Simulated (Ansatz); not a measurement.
Gas-phase electronic energies from Ansatz, PBE0-D4/def2-TZVP geometries. CCSD(T)/CBS is the MP2 limit (def2-TZVPP, def2-QZVPP) plus CCSD(T) − MP2 in def2-TZVPP, frozen cores. def2 core potentials past Kr. For Sb outer-core shells are correlated without core-valence functions, which leaves a few kJ/mol of doubt a bond. Each species was taken in one conformer, which may not be the lowest.

`C[CH2][SbH2]` + `CCC(=O)S` → `O=[C](S)[SbH2]` + `CCCC`  (formal exchange of groups at the Sb–C bond)

`C[CH2][SbH2]`:

Cartesian coordinates in Å:
```
C -0.932 -0.099 0.615
C 0.254 0.763 0.226
Sb 1.610 -0.122 -1.217
H -1.570 0.411 1.344
H -0.609 -1.043 1.059
H -1.548 -0.342 -0.254
H 0.869 1.013 1.095
H -0.068 1.711 -0.213
H 0.345 -0.658 -2.239
H 1.649 -1.634 -0.415
```

`CCC(=O)S`:

Cartesian coordinates in Å:
```
C 1.520 -0.067 0.308
C 0.072 0.313 0.540
C -0.848 -0.188 -0.545
O -0.498 -0.822 -1.498
S -2.559 0.269 -0.263
H 1.638 -1.150 0.263
H 1.885 0.341 -0.635
H 2.146 0.316 1.115
H -0.054 1.400 0.602
H -0.300 -0.080 1.493
H -3.000 -0.332 -1.379
```

`O=[C](S)[SbH2]`:

Cartesian coordinates in Å:
```
O 0.670 1.066 -1.667
C 0.013 0.531 -0.829
S -1.589 -0.149 -1.235
Sb 0.717 0.510 1.279
H -1.834 -0.668 -0.023
H -0.093 -0.947 1.665
H 2.116 -0.343 0.811
```

`CCCC`:

Cartesian coordinates in Å:
```
C 0.357 -0.916 1.680
C 0.573 -0.427 0.259
C -0.574 0.426 -0.259
C -0.357 0.917 -1.680
H -0.550 -1.522 1.755
H 1.194 -1.526 2.028
H 0.248 -0.076 2.373
H 0.713 -1.285 -0.410
H 1.503 0.151 0.204
H -0.714 1.283 0.410
H -1.504 -0.153 -0.206
H -0.245 0.078 -2.373
H 0.549 1.525 -1.752
H -1.194 1.526 -2.029
```

```json
{"level": "MP2/CBS(def2)", "ΔE (eV)": "0.23"}
{"level": "CCSD/CBS(def2)", "ΔE (eV)": "0.24"}
```

Question: What does CCSD(T)/CBS give? (Estimate.)

Answer: Ansatz gave: +0.22 eV. The listed levels differ from it by 0.01, 0.02 eV.

Largest T1 diagnostic among the species: 0.017.

From PBE to PBE0 (25 % exact exchange), in def2-TZVPP and without D4, ΔE moves by +0.07 eV. In def2-TZVPP, CCSD(T) changes the Hartree–Fock value by −0.06 eV (the triples alone add −0.02 eV) and MP2 by −0.04 eV.
